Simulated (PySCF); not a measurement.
Method: r2SCAN-D4/def2-TZVP in PySCF. Gas-phase values, no solvent. 

Reference species (SMILES): `[SiH3][Ga]([SiH3])[SiH3]` (neutral, multiplicity 1).

The dipole moment is 0.03 D. The HOMO–LUMO gap is 3.27 eV and the HOMO is -6.53 eV. The LUMO is -3.26 eV.

After one change: the dipole moment is nearly the same; the HOMO–LUMO gap rises by 2.11 eV; the HOMO decreases by 1.15 eV; the LUMO increases by 0.96 eV.

What was changed between the two runs? The new species is one of these.
(A) `[SiH3][GaH2]`
(B) `[GaH3]`
(C) `[SiH3][GaH][SiH3]`

B, `[GaH3]`
